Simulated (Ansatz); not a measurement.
Basis-set extrapolation for C5H4FN, SMILES `Fc1ccccn1` (PBE0-D4/def2-TZVP geometry, frozen core, the Gaussian-basis code of Ansatz). Multiplicity 1, RHF reference.

```
                      def2-TZVPP   def2-QZVPP
                 HF  -345.690424  -345.704910
    MP2 correlation    -1.216510    -1.303998
CCSD(T) correlation    -1.291609      not run
```

Energies in hartree. Use E(X) = E(∞) + A·exp(−7.88·√X) for Hartree–Fock and E(X) = E(∞) + B·X^(−2.97) for correlation, with X = 3 and 4, and add CCSD(T) minus MP2 of the smaller set to the MP2 limit.

What is the CCSD(T) energy at the basis-set limit?

HF limit: -345.704910 + (-0.014486) × 0.13774 = -345.70691. MP2 limit: -1.303998 + (-0.087488) × 0.74074 = -1.36880. Higher-order term: -1.291609 − (-1.216510) = -0.07510. Total: -347.15081 hartree, 443.1 kJ/mol below CCSD(T)/def2-TZVPP.
